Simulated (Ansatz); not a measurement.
Ideal-gas functions of `FBC1(F)C=N1` at 400 K and 1 bar, from an Ansatz frequency run at PBE0-D4/def2-TZVP.

Molar mass 88.85 g/mol, point group C1 (symmetry number 1), electronic degeneracy 1, moments of inertia 66.603, 182.048, 224.112 u Å². Harmonic wavenumbers (cm⁻¹, unscaled): 101, 191, 304, 389, 468, 513, 770, 804, 836, 909, 1032, 1100, 1200, 1272, 1414, 1778, 2644, 3240.

Use S(trans) = R[1.5 ln M + 2.5 ln T − 1.1517]; rotational temperatures θ = 24.2544 K / I; S(rot) = R[ln(√π/σ · √(T³/θAθBθC)) + 1.5]; for each mode x = 1.438777 ν̃/T, S = R[x/(eˣ − 1) − ln(1 − e⁻ˣ)] and H = RT x/(eˣ − 1); 1 cm⁻¹ = 0.0119627 kJ/mol; R = 8.31446 J/(mol·K).

Problem. By hand: the entropy, in J/(mol·K).

Solution. Translation 170.9. Rotation: θ = 0.3642, 0.1332, 0.1082 K, giving 113.8. Vibration, mode by mode: 16.78, 11.60, 7.97, 6.17, 4.90, 4.31, 2.08, 1.89, 1.72, 1.40, 0.98, 0.80, 0.60, 0.48, 0.31, 0.10, 0.01, 0.00, in all 62.1. Electronic 0.0. Sum 346.8 J/(mol·K).

Problem. By hand: H − E and G − E in kJ/mol, counted from the electronic energy.

Solution. Zero-point energy ½ × 18965 × 0.0119627 = 113.4; thermal vibration 14.0; translation, rotation and pV give 4 RT = 13.3. H − E = 140.7 kJ/mol, and G − E = 140.7 − 400 × 346.8/1000 = 2.0 kJ/mol.

Vibration gives 18 % of the entropy, 16.8 J/(mol·K) of it from the mode under 150 cm⁻¹: soft modes count most, and the harmonic formula is weakest for them. The sum counts one conformer and one mirror image; others add a mixing term.
